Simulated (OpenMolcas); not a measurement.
**W4+: effect of correlating more closed shells**

```json
{
  "Program": "OpenMolcas 26.06",
  "Basis": "ANO-R1 [7s5p4d2f]",
  "Scalar Hamiltonian": "X2C, finite nucleus",
  "Active space": "2 electrons in 5 orbitals (5d)",
  "State averaging": "2S+1 = 3 even, 10 roots; 2S+1 = 1 even, 15 roots",
  "Spin-orbit coupling": "state interaction with AMFI integrals over the reference wave functions, term energies averaged over their components"
}
```

Methods on the same reference wave functions:
A. CASSCF
B. SS-CASPT2, IPEA 0.25 Eh, imaginary shift 0.1 Eh (closed shells correlated: 5s 5p)
C. SS-CASPT2, IPEA 0.25 Eh, imaginary shift 0.1 Eh (closed shells correlated: 4f 5s 5p)

Energies in cm-1 above 5d2 3F2, the measured ground level; measured values from the list in J. Phys. B 45, 065001 (2012).

```csv
Level,A,B,C,Measured
5d2 3F2,0.0,0.0,0.0,0.0
5d2 3F3,6181,6420,6420,
5d2 3F4,11713,11880,11880,11519
5d2 3P0,14619,13460,13490,12839
5d2 1D2 [54 %],15893,14170,14190,
5d2 3P1,18038,17110,17130,16331
5d2 1G4,24532,23790,23810,22346
5d2 3P2 [60 %],24921,23460,23480,22615
5d2 1S0,49458,44880,44990,43110
```

Deviations, from unrounded energies. A percentage is the sum of absolute deviations over the sum of measured energies, with the sign that they share, or ± where signs differ.

```
                        Against measurement  Levels      A     B     C
             mean absolute deviation (cm-1)       6   2400   970  1000
      fine structure of the ground term (%)       1   +1.7  +3.1  +3.1
other terms of the ground configuration (%)       5  +12.2  +4.7  +4.8
```

B, C lie about equally close to measurement and A furthest from it. The largest miss of B in the table is 5d2 1S0, by +1800 cm-1. The ranking rests on the paired levels alone, and a cruder setting can come out closer through cancelling errors.

Between B and C the level of the table that moves most is 5d2 1S0, by 100 cm-1 (lowest in B, highest in C). Moves below CASPT2's spread within the term are not significant.

The mean deviations of B to C differ by less than CASPT2's widest spread within a term (260 cm-1), so their order carries little weight.

From A to B the spin-free energies of the other terms of 5d2 shown, above 3F, scale by factors of 0.74 to 0.93, as is usual when dynamic correlation screens the repulsion within a d or f shell.

The lowest spin-free term lies below A's lowest term by 0.101 hartree in B, 0.175 hartree in C.

What an inner shell adds also hangs on whether the basis holds functions to correlate it.

CASPT2 breaks the degeneracy within a term, and the mean is taken; among the terms shown or strongly mixed into the levels shown the widest spread is 260 cm-1 (5d2 3F, C). The basis is small and was not contracted for so high a charge. Without dynamic correlation excited terms often stand tens of per cent too high (terms of higher spin than the ground term too low), and those without a measured partner can miss by more than the paired ones (holds for A). Measured partners are found by configuration, term and J. A level has none where our copy of the source lacks it or the pairing is in doubt (some pairs that miss far off the trend of their configuration count as doubtful), and it then counts in no deviation. Only configurations of the active space appear.

A share in square brackets marks a mixed level and gives the weight of the term that names it, the lowest over the columns.
